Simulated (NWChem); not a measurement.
# Lowest excitation of CH₄NO (+1)

```xyz
7

N      1.1085    -0.1283     0.0000
C     -0.4216    -0.3528     0.0000
O     -1.1205     0.5820     0.0000
H      1.5552    -0.5479     0.8311
H      1.5552    -0.5479    -0.8311
H      1.2987     0.8866     0.0000
H     -0.6750    -1.4318     0.0000
```
Charge +1, spin multiplicity 1.

The numbers come from NWChem runs, not from measurements. Structure: optimised with PBE0/def2-SVP, a minimum by its harmonic frequencies.

Basis set: 6-31+G*. CR-EOMCCSD(T) is the triples correction to the same EOM-CCSD root.

```csv
method,lowest vertical singlet excitation energy (eV),difference from EOM-CCSD
TDA-LDA (SVWN5),5.11,-0.21
CIS,5.69,+0.36
TD-PBE,5.17,-0.16
TD-B3LYP,5.21,-0.12
EOM-CCSD,5.33,0.00
CR-EOMCCSD(T),5.23,-0.10
```

The values span 0.58 eV, from TDA-LDA (SVWN5) (lowest) to CIS (highest). 

The correlated methods keep 3 core orbitals frozen. B3LYP has NWChem's definition, with VWN1-RPA local correlation. The Pople sets run with spherical d functions. The structure started from a generated list of species. Differences from the coupled-cluster row are differences between methods, not errors against experiment.
